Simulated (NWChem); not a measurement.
System: N₂H₄Te; SMILES N[Te]N

Input file for NWChem:

```
start job
memory heap 200 mb stack 900 mb global 1100 mb
geometry units angstroms
  Te     0.000000     0.000000     0.280391
  N     -1.642985     0.000000    -0.918566
  H     -1.740328    -0.833453    -1.493411
  H     -1.740328     0.833453    -1.493411
  N      1.642985     0.000000    -0.918566
  H      1.740328     0.833453    -1.493411
  H      1.740328    -0.833453    -1.493411
end
basis spherical
  Te library def2-svp
  N library def2-svp
  H library def2-svp
end
ecp
  Te library def2-ecp
end
dft
  xc slater vwn_5
  iterations 150
end
driver
  maxiter 120
end
task dft optimize
dft
  grid fine
  convergence energy 1d-8 density 1d-7
end
task dft freq numerical
```

Parts of the log:

```
             Northwest Computational Chemistry Package (NWChem) 7.3.0
             --------------------------------------------------------

 C2V symmetry detected

                             Geometry "geometry" -> ""
                             -------------------------

 Output coordinates in angstroms (scale by  1.889725989 to convert to a.u.)

  No.       Tag          Charge          X              Y              Z
 ---- ---------------- ---------- -------------- -------------- --------------
    1 Te                  52.0000     0.00000000     0.00000000     0.34115151
    2 N                    7.0000    -1.64298500     0.00000000    -0.85780549
    3 H                    1.0000    -1.74032800    -0.83345300    -1.43265049
    4 H                    1.0000    -1.74032800     0.83345300    -1.43265049
    5 N                    7.0000     1.64298500     0.00000000    -0.85780549
    6 H                    1.0000     1.74032800     0.83345300    -1.43265049
    7 H                    1.0000     1.74032800    -0.83345300    -1.43265049

 Effective nuclear repulsion energy (a.u.)     259.2684309858

      Symmetry information
      --------------------

 Group name             C2v
 Group number             16
 Group order               4
 No. of unique centers     3

                                Z-matrix (autoz)
                                --------

 Units are Angstrom for bonds and degrees for angles

[...]

      ----------------------
      Optimization converged
      ----------------------

  Step       Energy      Delta E   Gmax     Grms     Xrms     Xmax
  ---- ---------------- -------- -------- -------- -------- --------
@    5    -378.52191495 -4.4D-07  0.00003  0.00002  0.00095  0.00176
                                     ok       ok       ok       ok

                                Z-matrix (autoz)
                                --------

 Units are Angstrom for bonds and degrees for angles

[...]

 Rotational Constants
 --------------------
 A=   0.384337 cm-1  (  0.552962 K)
 B=   0.182350 cm-1  (  0.262356 K)
 C=   0.129158 cm-1  (  0.185825 K)

 Temperature                      =   298.15K
 frequency scaling parameter      =   1.0000

 Zero-Point correction to Energy  =   31.142 kcal/mol  (  0.049628 au)
 Thermal correction to Energy     =   34.251 kcal/mol  (  0.054583 au)
 Thermal correction to Enthalpy   =   34.844 kcal/mol  (  0.055527 au)

 Total Entropy                    =   71.245 cal/mol-K
   - Translational                =   41.137 cal/mol-K (mol. weight = 161.9441)
   - Rotational                   =   23.304 cal/mol-K (symmetry #  =        2)
   - Vibrational                  =    6.804 cal/mol-K

 Cv (constant volume heat capacity) =   16.646 cal/mol-K
   - Translational                  =    2.979 cal/mol-K
   - Rotational                     =    2.979 cal/mol-K
   - Vibrational                    =   10.687 cal/mol-K

[normal modes left out]

 ----------------------------------------------------------------------------
 Normal Eigenvalue ||           Projected Infra Red Intensities
  Mode   [cm**-1]  || [atomic units] [(debye/angs)**2] [(KM/mol)] [arbitrary]
 ------ ---------- || -------------- ----------------- ---------- -----------
    1       -0.000 ||    0.002682           0.062         2.614       0.817
    2       -0.000 ||    0.002715           0.063         2.646       0.827
    3       -0.000 ||    0.001340           0.031         1.306       0.408
    4        0.000 ||    0.000344           0.008         0.335       0.105
    5        0.000 ||    0.000000           0.000         0.000       0.000
    6        0.000 ||    0.001930           0.045         1.882       0.588
    7      193.629 ||    0.001767           0.041         1.722       0.538
    8      391.512 ||    0.000000           0.000         0.000       0.000
    9      413.867 ||    0.391341           9.029       381.499     119.277
   10      434.534 ||    0.072584           1.675        70.758      22.123
   11      471.331 ||    0.030356           0.700        29.593       9.252
   12      633.249 ||    0.000015           0.000         0.014       0.005
   13      659.116 ||    0.056280           1.298        54.865      17.154
   14      835.034 ||    0.011969           0.276        11.668       3.648
   15      859.425 ||    0.000000           0.000         0.000       0.000
   16     1441.359 ||    0.009483           0.219         9.244       2.890
   17     1448.737 ||    0.014872           0.343        14.497       4.533
   18     3441.997 ||    0.016472           0.380        16.057       5.020
   19     3442.033 ||    0.011699           0.270        11.404       3.566
   20     3563.238 ||    0.063153           1.457        61.565      19.248
   21     3565.411 ||    0.000000           0.000         0.000       0.000
 ----------------------------------------------------------------------------
```

Level: LDA (Slater exchange, VWN5)/def2-SVP with def2 effective core potentials on Te. def2 effective core potentials on Te; no spin-orbit coupling.
